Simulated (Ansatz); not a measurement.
`O=C=N[SiH](N=C=O)N=C=O` and `O=C=N[SiH2]N=C=O` differ in one atom or group.

Ansatz, PBE0-D4/def2-TZVP geometries, multiplicity 1. Each molecule was computed in one conformer, which needn't be the lowest.

```
                                          property  `O=C=N[SiH](N=C=O)N=C=O`
             HOMO–LUMO gap (B3LYP/def2-TZVPP) / eV                      8.20
               HOMO energy (B3LYP/def2-TZVPP) / eV                     -8.72
                LUMO energy (PBE0/def2-TZVPP) / eV                     -0.29
size of the dipole moment (ωB97M-V/def2-TZVPP) / D                      1.52
               LUMO energy (B3LYP/def2-TZVPP) / eV                     -0.52
              HOMO–LUMO gap (PBE0/def2-TZVPP) / eV                      8.69
```

(1) Give the same properties after the change, and the shifts. (Best estimate.)

## Answers

(1) The calculation gave: 
| property | `O=C=N[SiH2]N=C=O` | shift |
| --- | --- | --- |
| HOMO–LUMO gap (B3LYP/def2-TZVPP) / eV | 8.13 | -0.07 |
| HOMO energy (B3LYP/def2-TZVPP) / eV | -8.56 | 0.16 |
| LUMO energy (PBE0/def2-TZVPP) / eV | -0.20 | 0.09 |
| size of the dipole moment (ωB97M-V/def2-TZVPP) / D | 2.10 | 0.58 |
| LUMO energy (B3LYP/def2-TZVPP) / eV | -0.43 | 0.09 |
| HOMO–LUMO gap (PBE0/def2-TZVPP) / eV | 8.57 | -0.12 |

With PBE0 the HOMO rises by 0.21 eV and the LUMO rises by 0.09 eV, so the gap narrows by about 0.12 eV. PBE moves the HOMO by 0.16 eV and ωB97M-V by 0.21 eV. Dipoles are sizes alone; their direction can turn.

B3LYP here is the variant with VWN-RPA as its local correlation; programs differ in this.
